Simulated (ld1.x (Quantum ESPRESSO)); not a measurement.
The numbers below are computed, except where a source is named.
**Hardness and transferability of assorted potentials**

Generated with ld1.x 7.5 (TM, RRKJ, ultrasoft, PAW), atompaw 4.2 or ONCVPSP 4.0.1. The cutoff is in Ry: for ld1.x and atompaw files where the sum of valence levels is converged to 10 mRy in a Bessel basis, for ONCV files where the hardest occupied wave has 1 mHa per electron of residual kinetic energy. The error is the largest all-electron minus pseudo excitation energy over each file’s own four to seven test configurations (ionisations up to +4, promotions, holes and added fractions of an electron), all of which were solved. The labels leave out finer settings (local radius, basis sizes, second energies), which also bear on the numbers. Spin-polarised tests are not counted. The rows are a selection from randomly drawn settings: files with unsolved tests, undetermined cutoffs or missed reference levels are left out.

A true bound ghost makes a file unfit for plane-wave use even where its test errors are small: the radial tests pick states by their node count and pass the ghost by.

| element | potential | cutoff (Ry) | largest error (meV) | bound ghosts |
| --- | --- | --- | --- | --- |
| N | PAW, PBEsol, scalar-relativistic, rc 1.04/1.96/1.56 (spd), local smoothed, core correction yes, reference 2s2 2p1 | 18 | +55 | none |
| Pd | PAW, LDA (PZ), scalar-relativistic, rc 1.35/1.50/1.50/1.15 (spdf), local smoothed, core correction yes, reference 4s2 4p6 4d10 5s0 5p0 | 50 | -33 | s |
| Os | ultrasoft, BLYP, scalar-relativistic, rc 1.40/2.20/1.70/2.25 (spdf), local smoothed, core correction no, reference 5s2 5p6 5d6 6s1.75 6p0.25 | 35 | +8.9 | none |
| Au | PAW, PBE, scalar-relativistic, rc 1.40/1.70/2.40 (spd), local smoothed, core correction yes, reference 5s2 5p6 5d10 6s0.5 6p0 | 35 | -102 | none |

Task: Fill in the row for S: PAW, PBE, scalar-relativistic, rc 1.50/1.35/1.50 (spd), local smoothed, core correction yes, reference 3s2 3p4.

Result: cutoff 15 Ry, largest error -97 meV, bound ghosts: none.
